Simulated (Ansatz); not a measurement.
Spectroscopic constants of AlP-, multiplicity 2 (lowest of 2S+1 = 2, 4 at CCSD(T)/def2-TZVPP on PBE0 minima; our sources give no spin for the ground state, which may be another). The T1 diagnostic near the minimum is 0.060, so single-reference values are doubtful.

The constants come from a fifth-degree fit in 1/R (seven points, main isotopes). Runs in def2 and cc sets follow the lowest solution found near the PBE0 minimum.

The values were computed with Ansatz (Gaussian orbitals). Each number belongs to the level named beside it.

Energies at PBE/def2-TZVPP:

| R (Å) | E (hartree) |
|---|---|
| 1.976786 | -583.48649302 |
| 2.029925 | -583.49213301 |
| 2.078814 | -583.49507753 |
| 2.134079 | -583.49630622 |
| 2.189344 | -583.49574856 |
| 2.253111 | -583.49338466 |
| 2.327506 | -583.48890245 |

With a reduced mass of 14.4201 u, find the minimum, the force constant and the constants.

A fifth-degree polynomial in 1/R puts the minimum at r_e = 2.1425 Å with force constant 245 N/m. Then ω_e = (1/2πc)√(k/μ) = 537 cm⁻¹ and B_e = h/(8π²cμr_e²) = 0.2547 cm⁻¹; the cubic and quartic terms give α_e = 0.0015 and ω_e x_e = 2.4 cm⁻¹.

Ansatz is a quantum-chemistry and plane-wave program.
